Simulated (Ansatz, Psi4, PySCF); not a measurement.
C$_{7}$H$_{12}$O$_{2}$ (SMILES C=CC(=O)OC(C)(C)C), singlet, at a GFN2-xTB geometry. Base run: REVPBE/6-31G* (PySCF).

Input for PySCF:
```python
from pyscf import gto, scf, dft

mol = gto.M(
    atom='''
C     3.45892219   -0.31080172    0.07113207
C     2.24550772   -0.73718756   -0.24378480
C     1.03991795    0.05605322    0.10234703
O     1.06710931    1.11674681    0.67866389
O    -0.05373192   -0.57898441   -0.31727737
C    -1.37709606   -0.02642729   -0.10964455
C    -1.50525668    1.31735132   -0.82662763
C    -1.65840556    0.11926591    1.38563779
C    -2.31528824   -1.05979067   -0.73422633
H     4.34839884   -0.86763118   -0.16885130
H     3.58344454    0.62725456    0.58777080
H     2.05985958   -1.66673944   -0.76004942
H    -2.52638464    1.67901276   -0.74429864
H    -0.83522804    2.04829783   -0.38246223
H    -1.25429965    1.20451065   -1.87936634
H    -1.51506904   -0.83549141    1.88749867
H    -2.68410331    0.44517775    1.53397844
H    -0.98817147    0.85181966    1.82683543
H    -2.08566729   -1.18201923   -1.78948370
H    -3.34675000   -0.73650759   -0.63055272
H    -2.19285664   -2.02056277   -0.24111255
''',
    basis='6-31g*',
    verbose=4,
)

mf = dft.RKS(mol)
mf.xc = 'revpbe'
mf.kernel()
```

The same geometry, method and basis name were run in Ansatz (a program for electronic structure) and Psi4 and PySCF, at each program's defaults and at the settings that a row names. The base is PySCF at its defaults. Differences at the defaults can come from grids, fitting, cores and function types together.

| code and settings | ΔE vs base (mEh) | basis functions | E (Eh) | SCF cycles | dipole (D) |
|---|---|---|---|---|---|
| PySCF, defaults (exact integrals, its default grid, spherical functions) | 0.000 | 150 | -424.27048 | 13 | 1.55 |
| Psi4, defaults (density fitting with its default set, its default grid, Cartesian functions) | -6.304 | 159 | -424.27678 | 11 | 1.55 |
| Ansatz, defaults (factorised integrals, its default grid, Cartesian functions) | -6.191 | 159 | -424.27667 | - | - |
| PySCF, density fitting with def2-universal-jkfit | -0.190 | 150 | -424.27067 | 13 | 1.55 |
| PySCF, fine grid | 0.016 | 150 | -424.27046 | 13 | 1.55 |
| Psi4, exact integrals, spherical functions, fine grid | 0.013 | 150 | -424.27046 | 14 | 1.55 |
| Ansatz, high accuracy, Cartesian functions as the basis file defines them | -6.189 | 159 | -424.27666 | - | - |
